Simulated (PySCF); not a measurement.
**Dipole response of In⁴⁷⁺ (indium, charge +47)**

1s2, closed-shell 1S. Computed with PySCF 2.14 in an even-tempered Gaussian basis (17 s from 94 bohr⁻², ratio 2.2; 7 p from 140 bohr⁻², ratio 2.4; 4 d from 430 bohr⁻², ratio 2.4; 3 f from 640 bohr⁻², ratio 2.4; 3 g from 960 bohr⁻², ratio 2.4), with the spin-free X2C one-electron Hamiltonian (Gaussian nucleus). Coupled (time-dependent) response in atomic units; α is the mean over directions.

```tsv
method	mean α (bohr³)	C₆ (like pair)	S(−4)
UHF	1.403e-06	1.541e-09	1.388e-12
PBE0	1.408e-06	1.548e-09	1.400e-12
```

S(−4) is the Cauchy moment in α(ω) = α(0) + S(−4) ω² + …

α(iu) at PBE0:

```json
{"u (hartree)": "0", "α(iu) (bohr³)": "1.408e-06"}
{"u (hartree)": "100", "α(iu) (bohr³)": "1.394e-06"}
{"u (hartree)": "200", "α(iu) (bohr³)": "1.354e-06"}
{"u (hartree)": "400", "α(iu) (bohr³)": "1.217e-06"}
{"u (hartree)": "600", "α(iu) (bohr³)": "1.044e-06"}
{"u (hartree)": "800", "α(iu) (bohr³)": "8.751e-07"}
{"u (hartree)": "1000", "α(iu) (bohr³)": "7.274e-07"}
{"u (hartree)": "1500", "α(iu) (bohr³)": "4.651e-07"}
{"u (hartree)": "2000", "α(iu) (bohr³)": "3.129e-07"}
{"u (hartree)": "3000", "α(iu) (bohr³)": "1.642e-07"}
{"u (hartree)": "5000", "α(iu) (bohr³)": "6.617e-08"}
```

A single London oscillator, α(iu) = α/(1 + u²/ω²), gives C₆ = (3/4) ω α². Matching the computed C₆ needs ω = 4 × 1.548e-09 / (3 × 1.408e-06²) = 1040 hartree.

For an ion, C₆ is the dispersion term alone; charge-induced terms of lower order in 1/R come first.
